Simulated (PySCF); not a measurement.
Sn(H)2(F)(NH2), SMILES [NH2][SnH2][F] (B3LYP/def2-SVP optimised geometry):

```
7

Sn    -0.756    -0.826     0.000
N     -1.447    -1.702     1.702
F      1.204    -0.826     0.000
H     -1.204     0.826     0.000
H     -1.201    -1.786    -1.345
H     -1.186    -1.211     2.557
H     -1.175    -2.679     1.806
```

Computed with B3LYP/def2-TZVP, def2 effective core potentials past Kr run with PySCF.

Q: What are the frontier orbital energies and the dipole moment?

A: HOMO-2 -9.58 eV, HOMO-1 -9.17 eV, HOMO -7.60 eV, LUMO -0.88 eV, LUMO+1 -0.38 eV; dipole moment 1.91 D.

On the same geometry PBE/def2-TZVP, def2 effective core potentials past Kr in PySCF gives HOMO-2 -8.10 eV, HOMO-1 -7.81 eV, HOMO -6.40 eV, LUMO -1.46 eV, LUMO+1 -0.85 eV; dipole moment 1.84 D.
